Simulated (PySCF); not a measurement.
C3H7ClO2S.
Cartesian coordinates in Å at the PBE0-D3(BJ)/def2-SVP level; atoms count from 1:
```xyz
14
C3H7ClO2S angstrom
C     -0.393    1.436    0.225
C     -0.270    0.048   -0.368
C     -1.015   -1.047    0.366
S      1.474   -0.402   -0.574
O      1.568   -1.759   -1.071
O      2.181    0.689   -1.211
Cl     2.109   -0.445    1.438
H      0.197    2.166   -0.345
H     -1.449    1.742    0.203
H     -0.051    1.445    1.271
H     -0.559    0.060   -1.435
H     -0.688   -1.106    1.415
H     -0.856   -2.024   -0.109
H     -2.091   -0.820    0.352
```

Method used: core-valence-separated Tamm–Dancoff BHandHLYP/aug-pcX-1 (pcseg-1 on H, def2-SVPD on Cl, def2-SVPD on S) in PySCF, non-relativistic, gas phase, PBE0-D3(BJ)/def2-SVP geometry. The energies are unshifted.

The lowest roots of each edge with f over 0.003 (five at most, numbered afresh; weaker and dark ones are left out), with transition dipoles (au) in the frame of the coordinates:

```tsv
root	edge	E (eV)	f	μx	μy	μz
1	C	284.97	0.0463	-0.0790	0.0197	-0.0029
2	C	285.87	0.0203	-0.0516	0.0092	0.0122
3	C	285.87	0.0051	0.0025	-0.0268	-0.0006
4	C	286.60	0.0133	0.0226	0.0365	0.0067
5	C	286.60	0.0368	-0.0565	0.0211	-0.0400
6	O	530.58	0.0114	0.0078	0.0286	0.0005
7	O	530.58	0.0449	0.0160	-0.0019	0.0565
8	O	532.72	0.0492	-0.0235	-0.0567	0.0002
9	O	532.72	0.0155	0.0195	-0.0267	0.0098
10	O	534.13	0.0087	0.0230	0.0058	-0.0100
```

Task: Molecules are fixed in this frame and the field points along (1, 1, 0)/√2. What effective strengths 3 f cos²θ do the roots have (θ between field and μ)?

Result: root 1 (C2): 0.037, root 2 (C1/C3): 0.019, root 3 (C1/C3): 0.006, root 4 (C1/C3): 0.037, root 5 (C1/C3): 0.013, root 6 (O5/O6): 0.026, root 7 (O5/O6): 0.004, root 8 (O5/O6): 0.126, root 9 (O5/O6): 0.001, root 10 (O5/O6): 0.016. Root 8 is the strongest. Averaged over all orientations cos²θ is 1/3, which gives f back. For degenerate partners only the sum has meaning, as the program may mix them freely.

Time: 22 s wall; peak memory 1.0 GiB. Hardware: one thread of an Arm Neoverse V1, no GPU, shared host with 32 logical CPUs at a one-minute load of 8.2.

One conformer stands for the species.
